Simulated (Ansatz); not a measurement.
C₅H₆AgNO, SMILES `[OH][Ag-][n+]1ccccc1` at its PBE0-D4/def2-TZVP geometry, where that method's forces vanish. The species carries charge 0 and has multiplicity 1. Ag: def2 effective core potential.

```xyz
14

O     3.6797    2.7052   -0.1398
Ag    2.1252    1.4848   -0.0781
N     0.3837    0.3028   -0.0157
C     0.4519   -1.0253    0.1113
C    -0.6712   -1.8297    0.1569
C    -1.9206   -1.2396    0.0681
C    -1.9956    0.1367   -0.0636
C    -0.8238    0.8687   -0.1015
H     4.4933    2.1961   -0.1368
H     1.4459   -1.4496    0.1783
H    -0.5584   -2.9012    0.2608
H    -2.8207   -1.8420    0.1010
H    -2.9477    0.6464   -0.1371
H    -0.8418    1.9467   -0.2039
```

What forces (eV/Å) does r2SCAN-D4/def2-TZVPP give on these atoms in Ansatz? (An estimate is asked.)

Ansatz gave: 
```
O1  -0.229 -0.018  0.001
Ag2 -0.025 -0.035  0.002
N3   0.502  0.340 -0.018
C4   0.177 -0.327  0.035
C5   0.042 -0.140  0.014
C6  -0.202 -0.135  0.007
C7  -0.116  0.094 -0.011
C8  -0.235  0.283 -0.033
H9   0.045 -0.092  0.004
H10  0.011  0.019 -0.001
H11  0.003  0.003  0.000
H12  0.003  0.002  0.000
H13  0.004  0.002  0.000
H14  0.019  0.002  0.000
```
